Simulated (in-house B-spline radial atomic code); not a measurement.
A fraction x of an electron is removed from 4f in Pr3+, starting from [Xe] 4f2 and keeping the highest spin. Level of theory: scalar-relativistic (X2C) TPSS, spin-polarised, spherical fractional occupations, Fermi nucleus of rms radius 4.8919 fm; calculated with a B-spline radial code for spherical atoms.

```tsv
x	E(x) - E(0) (eV)	4f up level (eV)
0	0.0000	-30.186
0.02	0.6072	-30.533
0.25	8.0931	-34.584
0.29	9.4908	-35.302
0.48	16.5255	-38.762
0.5	17.3044	-39.131
0.53	18.4867	-39.686
0.7	25.5032	-42.871
0.83	31.2371	-45.349
0.91	34.9267	-46.892
1	39.2256	-48.643
```

The exact functional would give a straight line between the two integer points. Deviations E(x) - E(0) - x[E(1) - E(0)], in eV: -0.177 at x = 0.02, -1.713 at x = 0.25, -1.885 at x = 0.29, -2.303 at x = 0.48, -2.308 at x = 0.5, -2.303 at x = 0.53, -1.955 at x = 0.7, -1.32 at x = 0.83, -0.769 at x = 0.91.

The curve lies below the straight line by up to 2.308 eV (at x = 0.5): convex, the delocalisation error that favours fractional charges.

Question: How well does Slater's transition state (minus the level at half occupation) give the ionisation energy?

Answer: It gives 39.131 eV against 39.226 eV from the two total energies; NIST lists 38.98 eV, ground level to ground level.
